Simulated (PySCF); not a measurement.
A species of formula Ge2H9NSi has this rotational fingerprint, computed with PBE0-D3(BJ)/def2-SVP geometry optimisation, gas phase (PySCF 2.14.0):

```
Rotational constants : A = 2728, B = 1146, C = 847.7 MHz
Dipole components    : |μa| = 0.91 D, |μb| = 1.16 D, |μc| = 0.75 D
Inertial defect      : -29.92 u·Å²
κ                    : -0.68
```

**Question.** Which structure is it? (One computed conformer of each.)
A. `[NH2:1][SiH2:2][GeH2:3][GeH3:4]` with H–N1–Si2–Ge3 54° and -165°, N1–Si2–Ge3–Ge4 29°
B. `[SiH3:1][NH:2][GeH2:3][GeH3:4]` with Si1–N2–Ge3–Ge4 -23°
C. `[NH2:1][GeH2:2][GeH2:3][SiH3:4]` with H–N1–Ge2–Ge3 62° and -173°, N1–Ge2–Ge3–Si4 24°

**Answer.** A. It is N[SiH2][GeH2][GeH3], an asymmetric top, point group C1. The candidates at the same level (rigid rotor, commonest isotopes):

```json
{"SMILES": "[SiH3][NH][GeH2][GeH3]", "A (MHz)": "2528", "B (MHz)": "1181", "C (MHz)": "832.1", "μa (D)": "0.27", "μb (D)": "0.84", "μc (D)": "0.16", "Δ (u·Å²)": "-20.44", "point group": "C1", "rotor": "asymmetric top"}
{"SMILES": "[NH2][GeH2][GeH2][SiH3]", "A (MHz)": "3034", "B (MHz)": "1204", "C (MHz)": "908.1", "μa (D)": "1.08", "μb (D)": "0.29", "μc (D)": "0.83", "Δ (u·Å²)": "-29.93", "point group": "C1", "rotor": "asymmetric top"}
{"SMILES": "N[SiH2][GeH2][GeH3]", "A (MHz)": "2728", "B (MHz)": "1146", "C (MHz)": "847.7", "μa (D)": "0.91", "μb (D)": "1.16", "μc (D)": "0.75", "Δ (u·Å²)": "-29.92", "point group": "C1", "rotor": "asymmetric top"}
```

`[SiH3][NH][GeH2][GeH3]` has A 7 % too low; `[NH2][GeH2][GeH2][SiH3]` has A 11 % too high. No structure here is proved a minimum.
